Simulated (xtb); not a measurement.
CH₈N₂OSi, SMILES O[Si@@H](NC)N. All values are semi-empirical tight-binding results from xtb (GFN2-xTB unless named), good for trends rather than for accurate numbers. Geometry: GFN2-xTB. The structure was generated by enumeration; whether it is a known compound was not checked. One conformer was computed; it need not be the lowest.

Optimised geometry:

```xyz
13

C      2.0275    -0.1766     1.1196
N      1.1545    -0.4783     0.0139
Si    -0.5354    -0.1361     0.0291
N     -1.0524     1.4994     0.1232
O     -1.1832    -0.6388    -1.3809
H      1.4767    -0.3234     2.0457
H      2.3948     0.8574     1.1028
H      2.8908    -0.8463     1.1161
H      1.6407    -0.4130    -0.8686
H     -1.0596    -0.8786     1.1756
H     -1.6538     1.8870    -0.5810
H     -0.5055     2.2048     0.5815
H     -1.1019    -1.5591    -1.6097
```
Charge 0, spin multiplicity 1.

| Quantity | Result |
|---|---|
| orbital gap | 6.42 eV |
| dipole moment | 1.37 D |
| zero-point energy | 62.7 kcal/mol |
| G − E(el) at 298.15 K (modified RRHO) | 42.2 kcal/mol |
| static polarisability (D4 model) | 68.1 bohr³ |
| solvation energy, GFN2-xTB/ALPB(water) | -6.4 kcal/mol |
| solvation energy, GFN2-xTB/ALPB(acetonitrile) | -6.7 kcal/mol |

Computed atomic charges and the Wiberg bond orders between heavy atoms:
charges (e) C1 -0.02, N2 -0.34, Si3 0.55, N4 -0.40, O5 -0.50, H6 0.03, H7 0.01, H8 0.03, H9 0.14, H10 -0.09, H11 0.16, H12 0.14, H13 0.29. Bond orders C1–N2 1.05, N2–Si3 1.05, Si3–N4 1.13, Si3–O5 1.11.
